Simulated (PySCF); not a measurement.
## MGa cations for M along the alkali metals

HF with double-zeta basis sets in PySCF, for the lowest determinant that a PBE0 search found; no spin–orbit coupling. De refers to high-spin ground-configuration atoms (the charge goes to the atom of lower measured ionisation energy or higher electron affinity, which is not always the lowest computed limit). A positive dipole points towards Ga; it is taken about the centre of mass and depends on that origin.

| M | basis | reference | charged atom | state (unpaired electrons) | Re (Å) | ωe (cm⁻¹) | De (eV) | μ (D) |
| --- | --- | --- | --- | --- | --- | --- | --- | --- |
| Li | def2-SVP | UHF | Li+ | doublet (σ ↑) | 3.109 | 187 | 1.10 | -9.10 |
| Na | x2c-SVPall | UHF | Na+ | doublet (σ ↑) | 3.507 | 104 | 0.81 | -8.37 |
| K | def2-SVP | UHF | K+ | doublet (σ ↑) | 4.082 | 69.4 | 0.46 | -9.58 |
| Cs | def2-SVP | UHF | Cs+ | doublet (σ ↑) | 4.506 | 43.5 | 0.31 | -5.08 |

By what factor does the well depth vary along the series?

At HF it runs from 0.31 eV (CsGa⁺) to 1.10 eV (LiGa⁺), a factor of 3.55.

The rows differ in basis set, which adds steps of its own.

Down a group the atoms grow and get heavier, so bonds lengthen and wavenumbers fall; this series shows no clear exception.

These are scalar-relativistic numbers at best; spin–orbit coupling would shift them, the dissociation energy most. For an ion De counts to the pair picked by the measured ionisation energies or electron affinities, which need not be the lowest pair at this level. Hartree–Fock leaves out correlation, which carries a large part of most bond energies and some tenths to 1 eV of ionisation energies. States were picked by a PBE0 search and need not be the measured ground states.
